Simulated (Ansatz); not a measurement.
Start from `[F][Ga]([F])[SiH3]` and change one element to get `[F][Al]([F])[SiH3]`.

Ansatz, PBE0-D4/def2-TZVP geometries, multiplicity 1. 

Scalar relativity is left out up to krypton.

```tsv
property	`[F][Ga]([F])[SiH3]`
HOMO–LUMO gap (PBE0/def2-TZVPP) / eV	7.32
LUMO energy (B3LYP/def2-TZVPP) / eV	-2.01
LUMO energy (ωB97M-V/def2-TZVPP) / eV	0.01
LUMO energy (PBE0/def2-TZVPP) / eV	-1.76
HOMO energy (PBE/def2-TZVPP) / eV	-7.79
HOMO energy (ωB97M-V/def2-TZVPP) / eV	-11.17
```

(1) Give the same properties after the change, and the shifts. (Estimate.)

Results:

(1) Ansatz gave: 
```json
{"property": "HOMO–LUMO gap (PBE0/def2-TZVPP) / eV", "`[F][Al]([F])[SiH3]`": "7.21", "shift": "-0.11"}
{"property": "LUMO energy (B3LYP/def2-TZVPP) / eV", "`[F][Al]([F])[SiH3]`": "-1.66", "shift": "0.35"}
{"property": "LUMO energy (ωB97M-V/def2-TZVPP) / eV", "`[F][Al]([F])[SiH3]`": "0.23", "shift": "0.22"}
{"property": "LUMO energy (PBE0/def2-TZVPP) / eV", "`[F][Al]([F])[SiH3]`": "-1.47", "shift": "0.29"}
{"property": "HOMO energy (PBE/def2-TZVPP) / eV", "`[F][Al]([F])[SiH3]`": "-7.51", "shift": "0.28"}
{"property": "HOMO energy (ωB97M-V/def2-TZVPP) / eV", "`[F][Al]([F])[SiH3]`": "-10.70", "shift": "0.47"}
```

With PBE0 the HOMO rises by 0.40 eV and the LUMO rises by 0.29 eV, so the gap narrows by about 0.11 eV. PBE moves the HOMO by 0.28 eV and ωB97M-V by 0.47 eV.

B3LYP here is the variant with VWN-RPA as its local correlation; programs differ in this.
